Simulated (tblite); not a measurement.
Compound: C5H3O2 (doublet state).
Geometry (GFN2-xTB, Å), atoms numbered from 1 in this order:
```xyz
10
C5H3O2 angstrom
C      2.9627   -0.2466    2.1929
C      2.0993    0.0184    1.4044
C      1.0287    0.3044    0.4584
O      1.0563    1.2590   -0.2679
O      0.0950   -0.6330    0.5596
C     -1.0475   -0.6314   -0.2151
C     -1.4051    0.2356   -1.1420
H     -1.6412   -1.4922    0.0616
H     -2.3341    0.1019   -1.6654
H     -0.8054    1.0886   -1.4090
```

Structure optimised with GFN2-xTB, isolated species. This method treats the open shell by occupation alone, without spin polarisation.

Masses are those of the commonest isotopes; rigid-rotor values at the optimised geometry. The values belong to one conformer with, in the numbering `[C:1]#[C:2][C:3](=[O:4])[O:5][CH:6]=[CH2:7]`, C2–C3–O5–C6 180°, C3–O5–C6–C7 0°.

(1) Give the principal moments of inertia and the rotational constants in MHz.

(2) What kind of rotor is it?

(3) Is it planar, by Δ = Ic − Ia − Ib?

(4) Estimate the classical rotational partition function at 100 K, 200 K and 500 K.

Results:

(1) Ia = 59.76, Ib = 281.39, Ic = 341.14 u·Å²; 505379 MHz·u·Å²/I gives A = 8457, B = 1796, C = 1481 MHz.

(2) A near-prolate asymmetric top. Ray's parameter κ = (2B − A − C)/(A − C) = -0.910; −1 is the prolate and +1 the oblate limit.

(3) Planar: Δ = Ic − Ia − Ib = 0.00 u·Å². For a rigid frame Δ = −2 Σ m c², so it vanishes when all atoms lie in the ab plane; here none is more than 0.01 Å from it.

(4) Point group Cs, symmetry number σ = 1; q = (√π/σ)·√((kT/h)³/(ABC)), k/h = 20836.6 MHz/K: 35500 at 100 K, 101000 at 200 K, 397000 at 500 K.

For this open shell read J as N, the rotation without spin; fine and hyperfine splittings come on top. Its GFN2-xTB frequencies are all real (lowest 58 cm⁻¹). These are rigid-rotor constants of the computed structure; measured ground-state constants (B0) also hold zero-point vibration.
